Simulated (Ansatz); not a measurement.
Ansatz (a quantum-chemistry and plane-wave program) input:

Ansatz 0.2 input:
```yaml
crystal:
  periodic: [false, false, false]
  atoms:
    - {symbol: Mo, position_ang: [-0.00000000, -0.00000000, -0.64926302]}
    - {symbol: O, position_ang: [0.00000000, 0.00000000, 2.44602981]}
    - {symbol: C, position_ang: [0.00000000, 0.00000000, 1.28346807]}
basis:
  gaussian:
    orbitals: def2-TZVPP
hamiltonian:
  xc: pbe
magnetization: {spin_polarized: true, initial_magnetization: 4}
correlation: {method: rpa, electrons: outside_noble_gas}
```

**Question.** What final total energy does it print?

**Answer.** -181.04492 Eh (RPA@PBE/def2-TZVPP). The basis has 118 functions.

The spin state was set by rule; other spins were not relaxed.
